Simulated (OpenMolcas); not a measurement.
## MoCl4O (SMILES O=[Mo](Cl)(Cl)(Cl)Cl): methods side by side

MoCl4O: 6 atoms, total charge 0, spin state singlet. SMILES: `O=[Mo](Cl)(Cl)(Cl)Cl`. The coordinates come from a PBE0-D4/def2-TZVP relaxation.

```xyz
6

O    -0.6473   -1.5528    0.7399
Mo   -0.0603   -0.1449    0.0688
Cl    2.0650   -0.7546    0.3823
Cl   -1.0478   -0.5412   -1.8943
Cl    0.7752    1.8619   -0.8849
Cl   -1.0848    1.1316    1.5882
```

Quantity: the energy change with the Mo2–Cl5 bond stretched from 2.374 to 4.273 Å, in eV. The values are calculated.

```csv
level,kind,program,value (eV)
HF/def2-SVP (core potential) (restricted),Hartree–Fock,OpenMolcas,3.95
SVWN5/def2-SVP (core potential) (restricted),LDA,OpenMolcas,3.14
BLYP/def2-SVP (core potential) (restricted),GGA,OpenMolcas,2.32
B3LYP/def2-SVP (core potential) (restricted),global hybrid,OpenMolcas,2.90
BHLYP/def2-SVP (core potential) (restricted),global hybrid,OpenMolcas,3.62
PBE0/def2-SVP (core potential) (restricted),global hybrid,OpenMolcas,3.25
MP2/def2-SVP (core potential) (restricted),perturbation theory,OpenMolcas,3.76
```

The first shape isn't each level's own minimum. The values span 2.32 to 3.95 eV.
